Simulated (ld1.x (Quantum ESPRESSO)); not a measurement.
**Configuration tests for thallium (Tl) (TM semilocal)**

Tl, norm-conserving Troullier–Martins (semilocal form), made with ld1.x (Quantum ESPRESSO) 7.5 (PBEsol, scalar-relativistic). Core [Xe] 4f14 5d10, reference 6s2 6p1. Waves: 6p (bound): rc 3.05 bohr; 6d channel at 0.25 Ry: rc 2.35 bohr; 6s (bound): rc 2.25 bohr. Local part: the s channel. Core correction: a·sin(br)/r model core inside 1.30 bohr.

Energies are relative to the spin-unpolarised reference configuration 6s2 6p1; without spin polarisation the order of configurations can differ from experiment. The frozen-core shift is the all-electron ΔE with the core orbitals held at their reference shape minus the fully relaxed ΔE.

Question: Give the all-electron excitation energy and the error of the potential for: 6s2 6p0; 6s1 6p0; 6s2 6p0.5; 6s1 6p1; 6s0 6p3; 6s2 6p1.3; 6s1 6p2.

Answer:

```
valence configuration  charge  ΔE all-electron (eV)  error AE − PS (meV)  frozen-core shift (meV)
              6s2 6p0      +1                 5.147                  -34                      +34
              6s1 6p0      +2                25.990                 -420                     +450
            6s2 6p0.5    +0.5                 1.847                 -5.8                     +6.0
              6s1 6p1      +1                13.512                 -131                     +144
              6s0 6p3       0                15.293                 -183                     +193
            6s2 6p1.3    -0.3                -0.491                 -0.3                     +0.4
              6s1 6p2       0                 7.449                  -48                      +50
```
